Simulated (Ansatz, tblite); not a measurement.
Removing and adding an electron: (ClBe-mu-Cl)2 (Be2Cl4). Total charge 0; singlet. Geometry: PBE0-D4/def2-SVP. Ansatz, gas phase; energy differences of separate SCF runs; the oxidised species was run as a doublet alone; the reduced species was run as a doublet alone.

```xyz
6

Be   -0.832   -0.072    1.015
Cl   -1.994   -0.171    2.433
Cl    1.197   -0.069    0.976
Be    0.832    0.072   -1.015
Cl    1.994    0.174   -2.433
Cl   -1.197    0.066   -0.976
```

The xTB rows come from tblite.

```
               level  −HOMO (eV)  vertical IE (eV)  −LUMO (eV)  vertical EA (eV)  HOMO–LUMO gap (eV)  IE − EA (eV)                       remarks
            GFN1-xTB       12.95             15.00        6.25              3.56                6.71         11.44                             –
            GFN2-xTB       12.40             14.88        7.08              4.28                5.32         10.60                             –
    PBE-D4/def2-TZVP        7.69             10.42        1.43                 –                6.26             –                             –
   PBE-D4/def2-TZVPD        7.76                 –        1.57             -0.14                6.19             –  HOMO above zero (-1 doublet)
 r2SCAN-D4/def2-TZVP        8.05             10.68        1.01                 –                7.05             –                             –
r2SCAN-D4/def2-TZVPD        8.10                 –        1.13             -0.34                6.97             –  HOMO above zero (-1 doublet)
   PBE0-D4/def2-TZVP        9.09             11.00        0.60                 –                8.49             –                             –
  PBE0-D4/def2-TZVPD        9.15                 –        0.74             -0.27                8.41             –  HOMO above zero (-1 doublet)
```

   A HOMO above zero means that the electron is unbound at that level or that self-interaction error raises the level; the energy of removing that electron tells which. Raw xTB energy differences between charge states are shifted by several eV; the methods need an empirical correction for them. A negative affinity means that the extra electron isn't bound; its size then hangs on the basis.
